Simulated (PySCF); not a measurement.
Finite-field polarisability of Te (tellurium, neutral)

[Kr] 4d10 5s2 5p4, high-spin 3P determinant. Computed with PySCF 2.14 in aug-cc-pwCVTZ-PP with ECP28MDF, with scalar relativity through the core potential. Frozen: 4s2 4p6 4d10. Energy changes in a uniform field (μhartree):

```json
{"axis": "x", "F (au)": "0.0024", "HF": "-103.045", "MP2": "-104.571", "CCSD": "-104.330", "CCSD(T)": "-104.749"}
{"axis": "x", "F (au)": "0.0048", "HF": "-412.333", "MP2": "-418.454", "CCSD": "-417.494", "CCSD(T)": "-419.174"}
{"axis": "y", "F (au)": "0.0022", "HF": "-102.410", "MP2": "-104.659", "CCSD": "-104.056", "CCSD(T)": "-104.789"}
{"axis": "y", "F (au)": "0.0044", "HF": "-409.957", "MP2": "-418.985", "CCSD": "-416.567", "CCSD(T)": "-419.507"}
```

By symmetry the remaining axis equals x.

(1) Derive α along x at CCSD(T) from the two fields.

(2) And the mean polarisability at each level?

Results:

(1) With ΔE = −αF²/2 − γF⁴/24, α = −(16 ΔE(F) − ΔE(2F))/(6F²) = 36.37 bohr³.

(2) The components xx, yy, zz at CCSD(T) are 36.37, 43.29, 36.37, the third axis being equal by symmetry to one of the two computed. Means: HF 37.95, MP2 38.61, CCSD 38.48, CCSD(T) 38.67 bohr³. Reference: 38 ± 4 bohr³ (recommended; Schwerdtfeger and Nagle, table of static dipole polarizabilities (2023 update)).
